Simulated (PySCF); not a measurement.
C₄H₄OSe, SMILES C=C1C[Se]C1=O. Atoms are numbered in the order given.

```xyz
10

C      0.5767    -2.6116     0.0000
C      0.4357    -1.2853     0.0000
C      1.4442    -0.1602     0.0000
Se     0.0285     1.2128     0.0000
C     -0.8569    -0.5436     0.0000
O     -1.9953    -0.8831     0.0000
H      1.5600    -3.0893     0.0000
H     -0.3116    -3.2490     0.0000
H      2.0736    -0.1142     0.8999
H      2.0736    -0.1142    -0.8999
```
Charge 0, spin multiplicity 1.

The structure is a stationary point at PBE0-D3(BJ)/def2-SVP. This is a generated structure with no PubChem entry under its InChIKey; it may be hypothetical.

All values below come from TDDFT-PBE/def2-SVPD in PySCF.

Vertical excitations. Gas-phase values at a fixed geometry. State labels are in the subgroup Cs.

Question: Estimate the UV-visible absorptions. (The exact figures need the calculation; the answer reports its results.)

Answer: 
```csv
state,symmetry,energy (eV),λ (nm),f,main pairs
S1,A",3.39,366,0.001,HOMO−1→LUMO 100 %
S2,A',3.49,355,0.036,HOMO→LUMO 93 %
S3,A",4.35,285,0.000,HOMO→LUMO+1 100 %
S4,A',4.76,260,0.053,HOMO−1→LUMO+1 90 %
S5,A",5.47,227,0.000,HOMO−2→LUMO+1 100 %
S6,A',5.50,226,0.229,HOMO−2→LUMO 90 %
S7,A",5.56,223,0.002,HOMO−3→LUMO 99 %
S8,A",6.01,206,0.006,HOMO→LUMO+2 97 %
S9,A",6.07,204,0.034,HOMO→LUMO+3 99 %
S10,A',6.22,199,0.063,"HOMO−1→LUMO+2 60 %, HOMO→LUMO+4 29 %"
T1,A',2.79,445,0,HOMO→LUMO 99 %
T2,A",3.04,407,0,HOMO−1→LUMO 99 %
T3,A',3.59,345,0,HOMO−2→LUMO 98 %
T4,A",3.92,316,0,HOMO→LUMO+1 99 %
```
Triplets are in the Tamm–Dancoff approximation, which puts them higher than full response would, so one can lie above its singlet here.
